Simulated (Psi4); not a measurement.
Torsional profile of SMILES C#C[SiH2][SiH2]C#C. Scanned: dihedral C2–Si3–Si4–C5; all other coordinates were relaxed at GFN2-xTB. GFN2-xTB can order the conformers of Si and Ge chains otherwise than DFT does. Points at φ and −φ are mirror images. Heavy atoms are numbered in the order of the SMILES C#C[SiH2][SiH2]C#C, hydrogens after them in the order of the atoms that carry them; the mirror image has the same energies with the sign of each dihedral reversed.

Levels of theory: PBE/def2-TZVP // GFN2-xTB (Psi4); PBE-D3(BJ)/def2-TZVP // GFN2-xTB (Psi4); PBE0/def2-TZVP // GFN2-xTB (Psi4); MP2/cc-pVTZ = DF-MP2 (frozen core)/cc-pVTZ // GFN2-xTB in Psi4 1.11.

Energies relative to the lowest point of each profile, in kcal/mol; the last columns give the difference from MP2:

| φ / ° | PBE/def2-TZVP | PBE-D3(BJ)/def2-TZVP | PBE0/def2-TZVP | MP2/cc-pVTZ | PBE/def2-TZVP − MP2/cc-pVTZ | PBE-D3(BJ)/def2-TZVP − MP2/cc-pVTZ | PBE0/def2-TZVP − MP2/cc-pVTZ |
|---|---|---|---|---|---|---|---|
| -160 | 0.29 | 0.28 | 0.29 | 0.31 | -0.02 | -0.03 | -0.02 |
| -140 | 0.88 | 0.87 | 0.89 | 0.94 | -0.06 | -0.07 | -0.05 |
| -120 | 1.19 | 1.17 | 1.20 | 1.24 | -0.05 | -0.07 | -0.04 |
| -100 | 0.94 | 0.91 | 0.95 | 0.91 | 0.02 | -0.01 | 0.04 |
| -80 | 0.45 | 0.39 | 0.47 | 0.30 | 0.15 | 0.10 | 0.17 |
| -60 | 0.27 | 0.17 | 0.29 | 0.00 | 0.26 | 0.17 | 0.29 |
| -40 | 0.67 | 0.52 | 0.70 | 0.33 | 0.34 | 0.19 | 0.38 |
| -20 | 1.31 | 1.11 | 1.36 | 0.96 | 0.35 | 0.15 | 0.40 |
| 0 | 1.65 | 1.42 | 1.70 | 1.27 | 0.38 | 0.14 | 0.43 |
| 20 | 1.31 | 1.11 | 1.36 | 0.96 | 0.35 | 0.15 | 0.40 |
| 40 | 0.67 | 0.52 | 0.70 | 0.33 | 0.34 | 0.19 | 0.38 |
| 60 | 0.27 | 0.17 | 0.29 | 0.00 | 0.26 | 0.17 | 0.29 |
| 80 | 0.45 | 0.39 | 0.47 | 0.30 | 0.15 | 0.10 | 0.17 |
| 100 | 0.94 | 0.91 | 0.95 | 0.91 | 0.02 | -0.01 | 0.04 |
| 120 | 1.19 | 1.17 | 1.20 | 1.24 | -0.05 | -0.07 | -0.04 |
| 140 | 0.88 | 0.87 | 0.89 | 0.94 | -0.06 | -0.07 | -0.05 |
| 160 | 0.29 | 0.28 | 0.29 | 0.31 | -0.02 | -0.03 | -0.02 |
| 180 | 0.00 | 0.00 | 0.00 | 0.00 | 0.00 | 0.00 | 0.00 |

PBE/def2-TZVP is furthest from MP2/cc-pVTZ at 0 (0.38 kcal/mol, above); its mean absolute difference over the points is 0.16 kcal/mol.

PBE-D3(BJ)/def2-TZVP is furthest from MP2/cc-pVTZ at -40 (0.19 kcal/mol, above); its mean absolute difference over the points is 0.09 kcal/mol.

PBE0/def2-TZVP is furthest from MP2/cc-pVTZ at 0 (0.43 kcal/mol, above); its mean absolute difference over the points is 0.18 kcal/mol.
